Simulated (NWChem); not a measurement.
Species: C2H5NSi; SMILES C#C[SiH2]N

```xyz
9

C      0.2860    -2.3721     0.0417
C     -0.0302    -1.1969     0.0253
Si    -0.5241     0.5749    -0.0273
N      0.8950     1.5558     0.0011
H      0.5658    -3.4107     0.0619
H     -1.3250     0.9217     1.1824
H     -1.4094     0.7201    -1.2279
H      0.8296     2.5196     0.3070
H      1.6146     1.4412    -0.7034
```
Atoms are numbered in this order, from 1.

Program: NWChem. Pople sets run with spherical d functions. The geometry was optimised at PBE0/def2-SVP. Level: M05-2X/6-31G* with SMD (1 M gas to 1 M solution), gas-phase geometry. Reactions with the solvent are ignored.

| solvent | dielectric constant | solvation free energy (kcal/mol) | cavity-dispersion-structure term (kcal/mol) | dipole in solution (D) |
|---|---|---|---|---|
| water | 78.4 | -1.9 | 5.6 | 1.53 |
| methanol | 32.6 | -4.4 | … | 1.52 |
| chloroform | 4.71 | -4.2 | 1.6 | 1.46 |
| acetonitrile | 35.7 | -4.9 | 2.5 | 1.52 |
| anisole | 4.22 | -3.2 | 2.5 | 1.46 |

Task: Some entries are withheld; supply them.

Result: 
- methanol, cavity-dispersion-structure term (kcal/mol): 3.0
